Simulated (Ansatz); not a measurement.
`OCOB[SeH]` + `C[SiH2]F` → `C[SiH](F)[SeH]` + `BOCO`  (formal exchange of groups at the Se–B bond)

Calculated with Ansatz (gas phase, PBE0-D4/def2-TZVP geometries, no zero-point term in ΔE). CCSD(T)/CBS is the MP2 limit (def2-TZVPP, def2-QZVPP) plus CCSD(T) − MP2 in def2-TZVPP, frozen cores. DFT in def2-TZVPP. For Se outer-core shells are correlated without core-valence functions, which leaves a few kJ/mol of doubt a bond. Scalar relativity is left out up to krypton. Each species was taken in one conformer, which may not be the lowest.

Problem. Is it downhill or uphill in electronic energy at CCSD(T)/CBS, and by how much? (Estimate.)

Solution. Ansatz gave: Downhill: ΔE = -7.5 kJ/mol.

Problem. What do these levels give: ωB97M-V, B2PLYP, SCS-MP2/def2-TZVPP, HF/def2-QZVPP, SCS-MP2/def2-QZVPP, CCSD/CBS(def2)? (An estimate is asked.)

Solution. The calculation gave: ωB97M-V -10.0, B2PLYP -6.6, SCS-MP2/def2-TZVPP -5.7, HF/def2-QZVPP -11.5, SCS-MP2/def2-QZVPP -7.8, CCSD/CBS(def2) -8.7 kJ/mol.

Largest T1 diagnostic among the species: 0.013.

In def2-TZVPP, CCSD(T) changes the Hartree–Fock value by +7.2 kJ/mol (the triples alone add +1.3 kJ/mol) and MP2 by +5.8 kJ/mol.
